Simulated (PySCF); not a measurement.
## VOF₃: one-bond stretch

Level of theory: PBE0/[V def2-SVP, O def2-SVP, F def2-SVP], no relativity, density fitting, PySCF.

Rigid scan from the singlet minimum (V–F 1.698 Å (×3), V–O 1.532 Å; F–V–F 110.5° (×3), F–V–O 108.4° (×3)). Coordinate: the bond from V to the last atom (F) scaled, the rest fixed. Energies in kJ/mol from the minimum.

```json
{"scale of one bond": "0.92", "E (kJ/mol)": "39.4", "dipole size (D)": "1.00"}
{"scale of one bond": "0.96", "E (kJ/mol)": "8.6", "dipole size (D)": "0.60"}
{"scale of one bond": "1.00", "E (kJ/mol)": "0.0", "dipole size (D)": "0.32"}
{"scale of one bond": "1.05", "E (kJ/mol)": "10.0", "dipole size (D)": "0.44"}
{"scale of one bond": "1.12", "E (kJ/mol)": "46.9", "dipole size (D)": "0.95"}
{"scale of one bond": "1.20", "E (kJ/mol)": "104.2", "dipole size (D)": "1.52"}
{"scale of one bond": "1.35", "E (kJ/mol)": "221.1", "dipole size (D)": "2.41"}
{"scale of one bond": "1.55", "E (kJ/mol)": "360.8", "dipole size (D)": "–"}
{"scale of one bond": "1.80", "E (kJ/mol)": "490.8", "dipole size (D)": "–"}
{"scale of one bond": "2.20", "E (kJ/mol)": "614.4", "dipole size (D)": "–"}
```

At long bonds a restricted determinant can lie too high, and another spin state can fall below this curve.
